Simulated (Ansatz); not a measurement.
A structure relaxed at PBE0-D4/def2-TZVP, charge 0, multiplicity 1:

Cartesian coordinates in Å:
```
F 1.617 -1.339 0.552
C 0.290 -1.383 0.934
C -0.484 -0.262 0.321
S -2.061 -0.101 0.626
Si 0.505 0.925 -0.811
S -0.836 2.395 -1.533
H -0.127 -2.345 0.619
H 0.244 -1.322 2.025
H 1.093 0.116 -1.906
H 1.597 1.514 0.002
H -1.838 1.802 -0.828
```

**Question.** Give its formula and SMILES.

**Answer.** C2H5FS2Si, `FCC(=S)[SiH2]S`.

**Question.** Point group (tolerance 0.08 Å, 0.16 Å for H)?

**Answer.** Cs.

**Question.** Summarise the bond lengths by kind.

**Answer.** 1 × C–F 1.381 Å; 1 × C–C 1.494 Å; 2 × C–H 1.094 to 1.095 Å; 1 × C–S 1.614 Å; 1 × C–Si 1.915 Å; 1 × S–Si 2.117 Å; 2 × H–Si 1.483 Å; 1 × H–S 1.361 Å.

Computed with Ansatz.
